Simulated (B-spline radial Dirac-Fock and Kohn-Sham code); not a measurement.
**Electron momentum distribution of Bi⁵⁷⁺: Compton profiles**

System: the Bi⁵⁷⁺ ion, configuration [Ar] 3d8.

The run's input, task.json:

```json
{"items": [{
  "Z": 83,
  "q": 57,
  "cfg": [[1, 0, 2], [2, 0, 2], [2, 1, 6], [3, 0, 2], [3, 1, 6], [3, 2, 8]],
  "A": 209,
  "rrms": 5.5211,
  "do": ["scatter"],
  "s": [0.0, 0.08, 0.1, 0.12, 0.14, 0.17, 0.21, 0.25, 0.31, 0.37, 0.44, 0.54, 0.64, 0.78, 0.94, 1.13, 1.36, 1.64, 1.98, 2.38, 2.87, 3.46, 4.17],
  "pz": [0, 0.1, 0.2, 0.3, 0.4, 0.5, 0.6, 0.8, 1.0, 1.2, 1.4, 1.6, 1.8, 2.0, 2.5, 3.0, 4.0, 5.0, 7.0, 10.0, 15.0, 20.0, 30.0, 40.0, 60.0, 100.0],
  "hv_scatter": [1000, 5000, 8047.8, 10000, 20000, 100000, 200000, 500000]
}]}
```

Launch: `python xray_run.py task.json out`

The computed values come from a radial finite-basis atomic code: the impulse approximation on Dirac-Fock orbitals of the configuration average with a finite nucleus. pz is in atomic units of momentum; subshell profiles are per electron, for a selection of subshells; open shells are spread over both j values by their weights.

```tsv
pz	J total	J 2p3/2	J 3p3/2	J 3d5/2
0	0.7598	0.0170	0.0409	0.0271
0.8	0.7580	0.0170	0.0409	0.0271
1	0.7569	0.0170	0.0409	0.0271
1.2	0.7557	0.0170	0.0409	0.0271
1.4	0.7541	0.0170	0.0409	0.0271
1.6	0.7524	0.0170	0.0408	0.0271
1.8	0.7504	0.0170	0.0408	0.0271
2	0.7483	0.0170	0.0408	0.0271
2.5	0.7418	0.0170	0.0407	0.0271
3	0.7338	0.0170	0.0405	0.0271
4	0.7137	0.0170	0.0398	0.0271
5	0.6883	0.0170	0.0384	0.0270
7	0.6237	0.0169	0.0335	0.0266
10	0.5068	0.0164	0.0226	0.0245
15	0.3247	0.0148	0.00731	0.0171
20	0.2040	0.0123	0.00241	0.00943
30	0.08928	0.00681	0.00184	0.00206
40	0.04420	0.00320	0.00113	0.000433
60	0.01476	0.000649	0.000241	2.74e-05
100	0.003276	4.20e-05	1.44e-05	< 1e-6
```

J(0) = 0.7598. The 3p3/2 subshell gives the largest part, 22 %.

Mean momentum ⟨p⟩ by subshell (a.u.): 1s1/2 92.5, 2s1/2 33.1, 2p1/2 43.3, 2p3/2 36.8, 3s1/2 17.3, 3p1/2 20.5, 3p3/2 18.7, 3d3/2 22.3, 3d5/2 21.7.
